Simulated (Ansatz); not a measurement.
C3H8SSi (`C=CCS[SiH3]`). The species carries charge 0 and has multiplicity 1.

```xyz
13

C    -1.281    1.053   -0.919
C    -1.133   -0.238   -0.652
C    -0.913   -0.782    0.712
S     0.706   -1.629    0.876
Si    2.021   -0.038    0.344
H    -1.264    1.799   -0.131
H    -1.424    1.408   -1.932
H    -1.140   -0.965   -1.460
H    -0.984    0.000    1.469
H    -1.642   -1.560    0.953
H     2.044    0.254   -1.111
H     3.365   -0.502    0.773
H     1.645    1.201    1.076
```

Q: List the harmonic frequencies (cm⁻¹, unscaled) at PBE0-D4/def2-TZVP in Ansatz. (Estimate.)

A: Computed: 67, 95, 158, 187, 291, 407, 511, 605, 616, 631, 761, 886, 908, 931, 953, 959, 962, 1031, 1102, 1230, 1249, 1322, 1439, 1469, 1718, 2216, 2233, 2241, 3070, 3124, 3153, 3170, 3244.

Q: Is this a minimum?

A: Yes, all 33 modes are real.

Q: Give the ideal-gas thermochemistry at 298.15 K and 1 bar (rigid rotor, harmonic oscillator; point group C1, symmetry number 1).

A: Zero-point energy 256.8 kJ/mol; H(298) − E = 278.9 kJ/mol; entropy 357.8 J/(mol·K), of which translation 166.8, rotation 114.9, vibration 76.1; G(298) − E = 172.3 kJ/mol. Modes under 100 cm⁻¹ are hindered rotations or soft bends, so the harmonic entropy is rough.

Q: And at 400, 500, 600, 800 and 1000 K?

A: 
| T (K) | H − E (kJ/mol) | S (J/mol/K) | G − E (kJ/mol) |
| --- | --- | --- | --- |
| 400 | 292.2 | 395.9 | 133.9 |
| 500 | 307.8 | 430.6 | 92.5 |
| 600 | 325.5 | 462.7 | 47.8 |
| 800 | 365.6 | 520.3 | -50.6 |
| 1000 | 410.6 | 570.4 | -159.8 |
